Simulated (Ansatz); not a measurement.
Isolated molecules relaxed with PBE0-D4/def2-TZVP in Ansatz; ΔE leaves out vibrations. CBS: MP2 limit from def2 TZ/QZ plus the TZ coupled-cluster correction, frozen cores. This one scheme is used for every species. For Br outer-core shells are correlated without core-valence functions, which leaves a few kJ/mol of doubt a bond. Scalar relativity is left out up to krypton. Each species was taken in one conformer, which may not be the lowest.

Consider the hydrogenolysis of a C–C bond: `C/C=C(\O)Br` + H₂ → `C=C(O)Br` + CH₄.

```
      species  CCSD(T)/def2-TZVPP energy (Eh)
`C/C=C(\O)Br`                     -2764.92603
           H₂                        -1.17233
   `C=C(O)Br`                     -2725.68083
          CH₄                       -40.43861
```

Work out ΔE.

ΔE = (-2725.68083) + (-40.43861) − (-2764.92603) − (-1.17233) = -0.02108 Eh = -13.2 kcal/mol. CCSD(T)/CBS gives -12.8 kcal/mol.

Largest T1 diagnostic among the species: 0.010.

In def2-TZVPP, CCSD(T) changes the Hartree–Fock value by +4.7 kcal/mol (the triples alone add +1.0 kcal/mol) and MP2 by +5.6 kcal/mol. The D4 term adds +1.8 kcal/mol with B3LYP and +1.0 kcal/mol with PBE0; it sums over pairs of atoms, weighted by their polarisabilities, and B3LYP, whose exchange is more repulsive, gets the larger term.

B3LYP here is the variant with VWN-RPA as its local correlation; programs differ in this.
